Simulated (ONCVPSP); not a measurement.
How hard is this Cd ONCV potential?

Cd (Z = 48), optimised norm-conserving Vanderbilt (ONCV), made with ONCVPSP 4.0.1 (LDA (Perdew-Zunger), scalar-relativistic). Core [Ar] 3d10, reference 4s2 4p6 4d10 5s2. Waves: 4s+5s: rc 1.60 bohr, ncon 4, nbas 7, qcut 8.5 1/bohr, 2 projectors; 4p: rc 1.50 bohr, ncon 4, nbas 7, qcut 9.6 1/bohr, 2 projectors, debl 0.8 Ha; 4d: rc 1.70 bohr, ncon 4, nbas 8, qcut 7.5 1/bohr, 1 projector. Local part: polynomial inside 0.95 bohr (lpopt 3, dvloc0 0 Ha). Core correction: none.

In the p channel the program set the typed energies aside and used -2.462, 0.250 Ha.

Task: For each optimised wave give the share of its norm inside rc, the residual kinetic energy above qcut (Ha) and the cutoffs (Ha) for errors of 10, 1, 0.1 and 0.01 mHa per electron.

Result:

```
         wave  norm inside rc  residual KE  10 mHa  1 mHa  0.1 mHa  0.01 mHa
           4s           0.979      3.9e-07    15.9   22.7     27.6      31.2
           5s           0.083      1.2e-06     7.8   21.8     27.9      32.4
           4p           0.927      1.6e-07    16.1   20.1     23.6      35.6
p projector 2           0.071      6.0e-07    13.3   17.6     28.6      38.5
           4d           0.800      1.9e-04    21.0   25.1     36.1      80.7
```

The occupied waves need 25 Ha and 36 Ha for 1 and 0.1 mHa.
